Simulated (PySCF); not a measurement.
# Which determinant of BAs⁻ lies lowest?

Unrestricted PBE0; basis B aug-cc-pVDZ-DK, As aug-cc-pVDZ-DK; spin-free X2C with a Gaussian nucleus; PySCF 2.14. Outer shells of the fragments: B 2s2 2p1; As− 3d10 4s2 4p4.

Followed along the bond (rough minima from three points):

| 2Ms+1 | unpaired | ⟨S²⟩ at the start | R at minimum (Å) | Te (eV) |
| --- | --- | --- | --- | --- |
| 2 | σ ↑ | 0.79 | 1.81 | 0.00 |
| 2 | π ↑ | 0.76 | 1.94 | 0.71 |

Solutions found at the starting distance of 2.090 Å, counted from the lowest of them; the search is not exhaustive and high or unbound solutions are not listed, so other states can lie among these:

| 2Ms+1 | unpaired | term | E (eV) | ⟨S²⟩ | ⟨Lz²⟩ | μ (D) |
| --- | --- | --- | --- | --- | --- | --- |
| 2 | σ ↑ | ²Σ⁺ | 0.00 | 0.79 | 0.00 | 2.52 |
| 2 | π ↑ | ²Π | 0.16 | 0.76 | 1.01 | 4.25 |

A term symbol is given only where ⟨S²⟩ and ⟨Lz²⟩ are close to those of a pure state; real π, δ and φ orbitals otherwise mix terms. A positive dipole points towards As; it is taken about the centre of mass and depends on that origin.

Q: Compare the gap between the two lowest followed solutions at the starting distance with the gap between their minima.

A: At PBE0 the second solution (doublet, unpaired electrons π ↑) lies +0.16 eV from the first (doublet, unpaired electrons σ ↑) at 2.090 Å and +0.71 eV at the minima; the two curves relax by different amounts, since their minima lie near 1.94 and 1.81 Å.

Spin–orbit coupling is left out.
